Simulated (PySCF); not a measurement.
## Cost of response and excited-state runs on `O[C@]12C=C[C@](Cl)(C=C1)C2`, C7H7ClO

Geometry:
```json
{"atom": "O1", "x (Å)": "-2.149", "y (Å)": "-0.972", "z (Å)": "0.047"}
{"atom": "C2", "x (Å)": "-0.927", "y (Å)": "-0.318", "z (Å)": "0.035"}
{"atom": "C3", "x (Å)": "-0.586", "y (Å)": "0.372", "z (Å)": "1.352"}
{"atom": "C4", "x (Å)": "0.713", "y (Å)": "0.628", "z (Å)": "1.339"}
{"atom": "C5", "x (Å)": "1.244", "y (Å)": "0.114", "z (Å)": "0.010"}
{"atom": "Cl6", "x (Å)": "2.990", "y (Å)": "-0.093", "z (Å)": "-0.092"}
{"atom": "C7", "x (Å)": "0.619", "y (Å)": "0.984", "z (Å)": "-1.069"}
{"atom": "C8", "x (Å)": "-0.680", "y (Å)": "0.729", "z (Å)": "-1.054"}
{"atom": "C9", "x (Å)": "0.377", "y (Å)": "-1.146", "z (Å)": "-0.142"}
{"atom": "H10", "x (Å)": "-2.308", "y (Å)": "-1.366", "z (Å)": "-0.818"}
{"atom": "H11", "x (Å)": "-1.329", "y (Å)": "0.596", "z (Å)": "2.091"}
{"atom": "H12", "x (Å)": "1.322", "y (Å)": "1.131", "z (Å)": "2.063"}
{"atom": "H13", "x (Å)": "1.178", "y (Å)": "1.680", "z (Å)": "-1.663"}
{"atom": "H14", "x (Å)": "-1.468", "y (Å)": "1.166", "z (Å)": "-1.638"}
{"atom": "H15", "x (Å)": "0.531", "y (Å)": "-1.879", "z (Å)": "0.648"}
{"atom": "H16", "x (Å)": "0.467", "y (Å)": "-1.618", "z (Å)": "-1.120"}
```

PySCF with density fitting, on 1 thread of an Arm Neoverse V2, shared host. Command: `OMP_NUM_THREADS=1 python excited_run.py task.json out`

Problem. How long does each of these runs take, and how much memory?
- excited states, B3LYP/def2-SVP; Tamm-Dancoff; spin-orbit couplings; 8 states; 4 triplets; quadratic response for 4 states; writes grids
- excited states, CAM-B3LYP/def2-SVPD; two-photon moments; 6 states; quadratic response for 5 states; 0 triplets

Solution. 
| run | level | basis functions | wall time | peak memory (GiB) |
| --- | --- | --- | --- | --- |
| excited states | B3LYP/def2-SVP | 165 | 34 s | 0.77 |
| excited states | CAM-B3LYP/def2-SVPD | 246 | 81 s | 1.1 |

Times from a shared host are rough.
